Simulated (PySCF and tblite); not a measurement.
The numbers below are computed, except where a source is named.
Ring inversion: stationary points, barriers and rates

System: C4H11NSi, numbered as in [CH3:1][N:2]1[CH2:3][CH2:4][SiH2:5][CH2:6]1.

Motion: inversion of the 5-membered ring (2–3–4–5–6). Geometries: GFN2-xTB; energies: PBE0/pcSseg-1 + D3(BJ); zero-point and thermal terms from GFN2-xTB harmonic modes (soft modes blended into free rotors). Rate constants are transition-state-theory values, counting equivalent paths, without tunnelling. Programs: tblite and PySCF.

```json
{"point": "start (between envelope and twist)", "symmetry": "C1", "E(GFN2) kcal/mol": "0.0", "E(DFT) kcal/mol": "0.0", "ZPE change kcal/mol": "0.00", "lowest mode cm⁻¹": "94", "dipole D": "0.57"}
{"point": "saddle (envelope)", "symmetry": "C1", "E(GFN2) kcal/mol": "5.0", "E(DFT) kcal/mol": "8.5", "ZPE change kcal/mol": "-0.01", "lowest mode cm⁻¹": "102i", "dipole D": "0.56"}
{"point": "end (between envelope and twist)", "symmetry": "C1", "E(GFN2) kcal/mol": "0.3", "E(DFT) kcal/mol": "3.3", "ZPE change kcal/mol": "0.53", "lowest mode cm⁻¹": "117", "dipole D": "0.58"}
```

| Item | Value |
| --- | --- |
| Electronic barrier | 8.5 kcal/mol |
| Barrier with zero-point energy | 8.5 kcal/mol |
| ΔH‡ (298 K) | 8.1 kcal/mol |
| ΔS‡ (298 K, symmetry apart) | -2.6 cal/(mol K) |
| Paths | 1 equivalent path |
| End point | a different minimum |
| Mean lifetime of the start against this motion at 298 K | 490 ns |
| Cost | 75 s on 1 thread of Intel Xeon Platinum 8488C, on a host shared with other jobs (rough), peak memory 0.83 GiB, launched as `OMP_NUM_THREADS=1 python ens_run.py task.json out` |

| T/K | ΔG‡ kcal/mol | k s⁻¹ | ΔG kcal/mol | k back s⁻¹ |
| --- | --- | --- | --- | --- |
| 150 | 8.6 | 1 | 3.9 | 4.7×10⁵ |
| 200 | 8.6 | 1490 | 3.9 | 2.8×10⁷ |
| 250 | 8.7 | 1.2×10⁵ | 4.0 | 3.4×10⁸ |
| 298 | 8.8 | 2×10⁶ | 4.0 | 1.7×10⁹ |
| 350 | 9.0 | 1.8×10⁷ | 4.0 | 5.8×10⁹ |
| 400 | 9.1 | 8.8×10⁷ | 4.0 | 1.4×10¹⁰ |
| 500 | 9.4 | 8.1×10⁸ | 4.1 | 5×10¹⁰ |

ΔG and ΔG‡ leave out symmetry numbers and mirror images; rates count paths: 1 out, 1 back.
